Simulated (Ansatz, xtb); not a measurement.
C2H5CuOSi: where a starting geometry ends

The starting geometry of this gas-phase singlet was built from a drawn formula by distance geometry and a force field; its bonds are those of `O/C=C\[SiH2][Cu]`.

```xyz
10

C    -0.9385   -0.3441   -0.7724
C    -0.2070    0.2898   -1.6829
Cu    1.5693    2.4020    0.6231
O    -1.4317    0.2538    0.4007
Si    0.2619    2.0733   -1.4266
H    -1.9625   -0.2532    1.0240
H    -1.2210   -1.3684   -0.9638
H     0.1388   -0.1769   -2.5762
H     1.1001    2.4567   -2.5768
H    -0.9304    2.8678   -1.3841
```

Task: Where would you expect an optimisation with r2SCAN-D4/def2-SVP to take it?

Result: It keeps its bonds, and is `O/C=C\[SiH2][Cu]`.

The energy falls by 0.54 eV over 15 steps:

| step | E − E(last) (eV) |
| --- | --- |
| 1 | 0.536 |
| 3 | 0.063 |
| 4 | 0.022 |
| 6 | 0.003 |
| 7 | 0.003 |
| 9 | 0.002 |
| 10 | 0.001 |
| 12 | 0.000 |
| 13 | 0.000 |
| 15 | 0.000 |

Final geometry (Å):

```yaml
atoms:
  - { symbol: C, position_ang: [-0.9733, -0.3471, -0.7421] }
  - { symbol: C, position_ang: [-0.1338, 0.3096, -1.5615] }
  - { symbol: Cu, position_ang: [1.7578, 2.4332, 0.3036] }
  - { symbol: O, position_ang: [-1.5432, 0.2586, 0.3334] }
  - { symbol: Si, position_ang: [0.3389, 2.1094, -1.3568] }
  - { symbol: H, position_ang: [-2.1496, -0.3551, 0.7642] }
  - { symbol: H, position_ang: [-1.2418, -1.4044, -0.8855] }
  - { symbol: H, position_ang: [0.3002, -0.2811, -2.3761] }
  - { symbol: H, position_ang: [0.9259, 2.5481, -2.6692] }
  - { symbol: H, position_ang: [-0.9022, 2.9295, -1.1449] }
```

From the same start GFN2-xTB ends elsewhere, differing in Cu3–O4 (2.02 against 3.95 Å here).

No frequencies were run, so the end isn't proven a minimum. Run with Ansatz 0.2.0, 58 s on 2 threads of Arm Neoverse V1 (shared host).
